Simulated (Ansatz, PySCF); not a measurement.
Noncovalent pair: NH3 (SMILES N) (first 4 atoms) with SiH4 (SMILES [SiH4]); geometry from B3LYP-D3(BJ)/def2-TZVP, rigid monomers moved along the line of their centres of mass till N1···Si5 is 4.19 Å.
(charge 0, multiplicity 1):
```xyz
9

N      0.070     0.164    -0.007
H     -0.744     0.643     0.360
H      0.038    -0.793     0.325
H      0.890     0.601     0.394
Si    -0.024     0.011     4.183
H      1.211     0.699     3.746
H     -0.058    -0.043     5.663
H     -0.044    -1.366     3.642
H     -1.206     0.754     3.693
```

Monomers are frozen at their geometry in the pair; levels with a basis set take the counterpoise correction. Rows marked so take none.

Rows in 3-21G, 6-31G* carry no dispersion term and start afresh at each structure (6-31G* with six Cartesian d functions).

Run with Ansatz (Gaussian basis) for Hartree–Fock, density functionals and correlated methods; PySCF for 3-21G rows, 6-31G* rows, the dispersion terms. Each number belongs to the level named beside it.

Task: One of these levels gives -2.43 kcal/mol for the interaction energy. Name it.
A. HF/3-21G (no counterpoise)
B. B3LYP/6-31G*
C. B3LYP-D4/def2-TZVPPD
D. B3LYP/3-21G (no counterpoise)

Result: D, B3LYP/3-21G (no counterpoise). The others give -1.45 (HF/3-21G (no counterpoise)), -0.01 (B3LYP/6-31G*), -0.57 (B3LYP-D4/def2-TZVPPD)

Ansatz is a first-principles code.
